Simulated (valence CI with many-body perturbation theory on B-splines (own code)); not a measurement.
# Which ion has this spectrum?

A relativistic CI+MBPT calculation for an atom or ion with 6 electrons gives these levels (eV):

| J | Parity | E | g |
| --- | --- | --- | --- |
| 0 | even | 0.0 |  |
| 1 | even | 305.3 | 1.48 |
| 2 | even | 320.7 | 1.17 |
| 2 | odd | 486.0 | 1.58 |
| 1 | odd | 545.6 | 1.08 |
| 2 | even | 638.1 | 1.30 |
| 0 | even | 677.6 |  |
| 2 | odd | 776.1 | 1.54 |
| 3 | odd | 810.3 | 1.31 |
| 0 | odd | 846.5 |  |
| 1 | odd | 860.9 | 1.29 |
| 2 | odd | 871.1 | 1.07 |
| 1 | odd | 874.6 | 1.36 |
| 2 | even | 1066.0 | 1.33 |

The energies are calculated, and their last digits are not significant.

(1) Which is it?
A. Xe48+
B. Cs49+
C. Te46+
D. I47+

Answers

(1) D. I47+, ground level (2s^2 2p1/2^2) J=0.
